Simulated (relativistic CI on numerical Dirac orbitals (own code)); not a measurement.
# Cr⁶⁺ in a cubic cluster: L2,3 absorption with charge transfer

Computed with a charge-transfer multiplet model of a cubic metal-ligand cluster with up to 2 ligand holes, Slater and spin-orbit integrals from Dirac-Coulomb-Breit ions, Slater integrals scaled by 0.9. The parameters are those of a tetrahedral site (10Dq negative, t2 hopping the larger). The ground state mixes d0 with configurations of k ligand holes L, whose averages lie at kΔ + k(k − 1)U_dd/2; a core hole lowers each added d electron by U_cd. 20 K, Lorentzian 0.4 eV and Gaussian 0.3 eV FWHM.

Atomic integrals in eV (Slater integrals scaled, ζ unscaled), ground: F2dd 10.549, F4dd 6.644, zeta_d 0.039; with the core hole: F2dd 10.549, F4dd 6.644, zeta_d 0.067, zeta_core 5.615, F2cd 7.753, G1cd 6.119, G3cd 3.485. Where a configuration has fewer than two d electrons, the dd integrals are those of d2.

Cluster parameters (eV): U_dd = 6.7, U_cd = 8.6, 10Dq = -0.1, 10Dq(ligand) = 0, V(eg) = 2.17, V(t2g) = -3.7, final-state hopping factor = 1.

| Case | n_d | d0 | d1L | d2L2 | S |
| --- | --- | --- | --- | --- | --- |
| Δ = -1.1 eV | 1.02 | 0.22 | 0.55 | 0.23 | 0.00 |
| Δ = -0.1 eV | 0.97 | 0.24 | 0.55 | 0.21 | 0.00 |
| Δ = 2.9 eV | 0.81 | 0.34 | 0.51 | 0.15 | 0.00 |

Weights, n_d and S are thermal averages at 20 K. Photon energies count from the first peak over 30 % of the highest in each spectrum, which can be another peak from case to case. The parameters are a model scan and need not match a compound or its usual spin state. Peaks in eV (height, largest 100):
- Δ = -1.1 eV: 0.0 (87), 3.5 (8), 5.6 (14), 8.0 (42), 8.8 (100)
- Δ = -0.1 eV: 0.0 (100), 3.8 (8), 5.8 (16), 8.3 (65), 8.9 (97)
- Δ = 2.9 eV: 0.0 (100), 4.6 (9), 6.7 (19), 8.7 (100)

Curve for Δ = -1.1 eV (points under 2 left out, the grid thinned):

(E (eV), Intensity): (-3.4, 2.0), (-1.6, 2.1), (-1.3, 3.1), (-0.9, 6.3), (-0.6, 14.5), (-0.2, 68.3), (0.2, 53.7), (0.5, 16.2), (0.9, 5.9), (1.2, 4.0), (1.6, 3.4), (2.0, 3.0), (2.3, 3.5), (2.7, 4.9), (3.0, 5.2), (3.4, 7.5), (3.7, 7.7), (4.1, 9.1), (4.5, 9.4), (4.8, 10.2), (5.2, 11.5), (5.5, 13.7), (5.9, 8.4), (6.3, 5.9), (6.6, 6.8), (7.0, 11.4), (7.3, 13.3), (7.7, 27.8), (8.1, 41.3), (8.4, 55.2), (8.8, 100.0), (9.1, 70.7), (9.5, 18.5), (9.8, 8.5), (10.2, 4.6), (10.6, 3.2), (10.9, 2.7), (11.3, 2.6), (11.6, 2.6), (12.0, 2.9), (12.4, 3.0), (12.7, 3.2), (13.1, 4.0), (13.4, 3.4), (13.8, 2.2)

A d0 ion has no d-d gap: its lowest excitations are ligand-to-metal charge transfer. With the core hole the configuration with one ligand hole lies at Δ + U_dd − U_cd = -3.0, -2.0, 1.0 eV from the one without, in the order of the table; where this is negative the screened configuration lies lower, though the effective hopping of about 9.5 eV (from the holes of the mixed ground state) mixes the two strongly wherever it is as large as the gap.

With at most 2 ligand holes the space is cut while the next configuration still counts, so covalency is underestimated, and a final configuration with one more ligand hole, which can lie low, is missing from the spectra.
